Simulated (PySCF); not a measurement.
Compound: 1,1-difluoro-2-vinylcyclopropane, C5H6F2.
Numbering: `[CH2:1]=[CH:2][C@@H:3]1[CH2:4][C:5]1([F:6])[F:7]` (hydrogens: H8, H9 on C1; H10 on C2; H11 on C3; H12, H13 on C4)

Computed, not measured: PBE0-D3(BJ)/def2-SVP geometry optimisation, gas phase in PySCF.

(1) Give the optimised bond lengths and angles.

## Answers

(1) 
| bond | length (pm) |
| --- | --- |
| C1=C2 | 133.4 |
| C2–C3 | 147.4 |
| C3–C4 | 154.7 |
| C4–C5 | 146.8 |
| C5–F6 | 133.7 |
| C5–F7 | 133.9 |
| C3–C5 | 148.6 |
| C1–H8 | 109.2 |
| C1–H9 | 109.5 |
| C2–H10 | 109.6 |
| C3–H11 | 109.5 |
| C4–H12 | 109.2 |
| C4–H13 | 109.3 |

A selection of angles:
| angle | degrees |
| --- | --- |
| C2–C1–H8 | 121.3 |
| C2–C1–H9 | 121.5 |
| H8–C1–H9 | 117.2 |
| C1–C2–C3 | 124.4 |
| C1–C2–H10 | 119.6 |
| C3–C2–H10 | 116.0 |
| C2–C3–C4 | 120.2 |
| C2–C3–C5 | 120.7 |
| C2–C3–H11 | 116.0 |
| C4–C3–C5 | 57.9 |
| C4–C3–H11 | 114.9 |
| C5–C3–H11 | 114.6 |
| C3–C4–C5 | 59.0 |
| C3–C4–H12 | 117.2 |
| C3–C4–H13 | 116.9 |
| C5–C4–H12 | 118.1 |
| C5–C4–H13 | 117.4 |
| H12–C4–H13 | 116.1 |
| C4–C5–F6 | 119.8 |
| C4–C5–F7 | 119.2 |
| F6–C5–F7 | 110.0 |
| C3–C5–C4 | 63.2 |
| C3–C5–F6 | 119.1 |
| C3–C5–F7 | 119.0 |

Dihedral angles: C1–C2–C3–C4 -142° (anticlinal); C2–C3–C4–C5 -109° (anticlinal); C3–C4–C5–F6 -110° (anticlinal); C2–C3–C5–C4 109° (anticlinal).

The C–C distances run from 1.334 Å (C1=C2, drawn double) to 1.547 Å (C3–C4, drawn single), a spread of 0.213 Å. Of the pairs four or more bonds apart, F7···H10 is among the closest relative to their van der Waals radii: 2.63 Å, 98 % of the sum of Bondi's values. The 3-membered ring C3–C4–C5 has internal angles of 57.9° to 63.2°.

Point group: C1 (no symmetry element, even within 0.4 Å). No PBE0-D3(BJ)/def2-SVP frequencies stand behind this structure, so it isn't proved a minimum. One conformer, not necessarily the lowest.
